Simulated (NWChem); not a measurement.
System: GaPH4; SMILES [PH2][GaH2]

Program: NWChem. Each level has its own optimisation; frequencies are unscaled.

```json
[
 {"level": "B3LYP/3-21G", "r Ga–H (Å)": "1.561", "r Ga–P (Å)": "2.361", "r H–P (Å)": "1.436", "highest harmonic frequency (cm⁻¹)": "2311", "lowest (cm⁻¹)": "260", "zero-point energy (kcal/mol)": "18.7", "dipole (D)": "1.42"},
 {"level": "Hartree-Fock/STO-3G", "r Ga–H (Å)": "1.285", "r Ga–P (Å)": "2.256", "r H–P (Å)": "1.377", "highest harmonic frequency (cm⁻¹)": "3081", "lowest (cm⁻¹)": "330", "zero-point energy (kcal/mol)": "23.2", "dipole (D)": "0.61"},
 {"level": "Hartree-Fock/3-21G", "r Ga–H (Å)": "1.573", "r Ga–P (Å)": "2.379", "r H–P (Å)": "1.418", "highest harmonic frequency (cm⁻¹)": "2430", "lowest (cm⁻¹)": "244", "zero-point energy (kcal/mol)": "19.5", "dipole (D)": "1.81"},
 {"level": "PBE0/def2-SVP", "r Ga–H (Å)": "1.570", "r Ga–P (Å)": "…", "r H–P (Å)": "1.427", "highest harmonic frequency (cm⁻¹)": "2433", "lowest (cm⁻¹)": "…", "zero-point energy (kcal/mol)": "19.1", "dipole (D)": "…"}
]
```

What belongs in the gaps?


- PBE0/def2-SVP, r Ga–P (Å): 2.312
- PBE0/def2-SVP, lowest (cm⁻¹): 225
- PBE0/def2-SVP, dipole (D): 0.87
